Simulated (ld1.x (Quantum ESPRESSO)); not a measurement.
## Ranking RRKJ potentials for cobalt (Co)

All share these settings but for the change named:

ld1.x (Quantum ESPRESSO) 7.5 input, shortened:

```
&input
   title='Co', zed=27., rel=1, dft='PZ', iswitch=3,
   config='[Ar] 3d7 4s2 4p0 4f-2'
 /
 &inputp
   pseudotype=2, tm=.false., lloc=0,
   nlcc=.false.
 /
4
3P  2  1   6.00   0.00  0.90  0.90  0.0
3D  3  2   7.00   0.00  1.25  1.25  0.0
4F  4  3  -2.00   0.35  2.35  2.35  0.0
4S  1  0   2.00   0.00  2.25  2.25  0.0
 &test
   configts(1)='3p6 3d7 4s2 4p0'
 /
```

Cutoff: the first of the cutoffs (Ry, on a coarse ladder) from which the occupation-weighted sum of valence levels, in a spherical-Bessel basis at the reference potential, stays within 10 and 1 mRy of its value at 400 Ry; the density cutoff is not measured.

The base gives 160 Ry.

Of 9 variants that were run, those that failed, showed a ghost or another fault, or gave nearly equal values are left out.

A variant can come out equal or close to the base.

Task: Rank these variants from softest to hardest (loose cutoff).
A. wave 3d (bound): rc 1.25 bohr becomes 3d (bound): rc 0.80 bohr
B. wave 3d (bound): rc 1.25 bohr becomes 3d (bound): rc 0.92 bohr
C. wave 3d (bound): rc 1.25 bohr becomes 3d (bound): rc 1.62 bohr

Result: C (160 Ry), B (200 Ry), A (260 Ry).
